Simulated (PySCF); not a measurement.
# One molecule, several mistakes: CGeH4OSi

All numbers below are calculated, not measured. They come from PySCF 2.14.0, an open-source quantum chemistry program, on an isolated molecule that a program drew, which may never have been made. The molecule is CGeH4OSi (charge 0, singlet), drawn as the SMILES string `O=[SiH][CH2][GeH]`.

Each row is a Hartree-Fock (HF) and frozen-core CCSD(T) single point in the cc-pV(D+d)Z basis, meant for a local HF minimum. Run 1 is clean. Each other run has one planted mistake out of seven kinds, and not every kind appears here: one electron removed, one electron added, multiplicity raised by two, geometry at a saddle point, minimal basis STO-3G, one bond length entered in bohr, all coordinates scaled. The reference is restricted for singlets and unrestricted otherwise, and also for a bond in bohr. Adding or removing an electron swaps singlet and doublet. Electrons count all cores. HOMO and LUMO are orbital energies over both spins, the gradient is its largest component, and the lowest frequency (negative if imaginary) is given only where the gradient is small. Bond lengths are over the 7 bonds as drawn. T1 is the CCSD diagnostic: over 0.02 (restricted) or 0.045 (unrestricted) a single reference is doubtful. Germanium has the cc-pVDZ-PP basis, with a core potential (ECP10MDF) in place of its 10 inner electrons, and its 3s, 3p and 3d shells are frozen in CCSD(T).

Geometry of the clean run:
```xyz
8
CGeH4OSi, angstrom
O    -1.1599   -4.3693   -0.8321
Si   -0.4283   -3.0622   -0.9323
C    -0.8152   -1.7337   -2.1365
Ge   -2.4897   -0.7501   -1.5267
H     0.6320   -2.6541    0.0087
H    -0.9665   -2.0863   -3.1571
H    -0.0183   -0.9774   -2.1180
H    -2.0393   -0.6961    0.0028
```

```
run  electrons  basis functions  <S^2>  HOMO (eV)  LUMO (eV)  gradient (hartree/bohr)  lowest frequency (cm^-1)  mean bond (Å)  longest bond (Å)      T1  HF (hartree)  CCSD(T) (hartree)                          mistake
  1         64               94  0.000      -9.39      -0.01                  1.2e-05                        35         1.5187             2.035  0.0196    -697.34494         -697.90169                         no fault
  2         64               94  0.000      -9.29       0.17                  1.2e-01                         -         1.4351             1.924  0.0173    -697.31610         -697.86137           all coordinates scaled
  3         64               94  0.955      -9.26      -0.04                  1.2e-02                         -         1.7062             2.788  0.0481    -697.23644         -697.78433  one bond length entered in bohr
  4         65               94  0.764      -1.51       6.65                  3.2e-02                         -         1.5187             2.035  0.0196    -697.37195         -697.93611               one electron added
  5         63               94  0.810     -15.44      -7.56                  3.3e-02                         -         1.5187             2.035  0.0339    -697.03410         -697.57102             one electron removed
  6         64               94  2.009      -8.21      -0.96                  2.9e-02                         -         1.5187             2.035  0.0223    -697.30177         -697.84211                                ?
```

**Which mistake was planted in run 6, and what did it cost?**

Electrons, basis and geometry are unchanged, and <S^2> is 2.009, beside S(S+1) = 2.00 for a multiplicity of 3. So the mistake is: multiplicity raised by two. Subtracting run 1 and multiplying by 627.51 kcal/mol a hartree, the energy moved by 27.1 kcal/mol in HF and 37.4 kcal/mol in CCSD(T).

Cautions from the logs. Run 3: T1 is over the limit, so its CCSD(T) energy is less reliable.
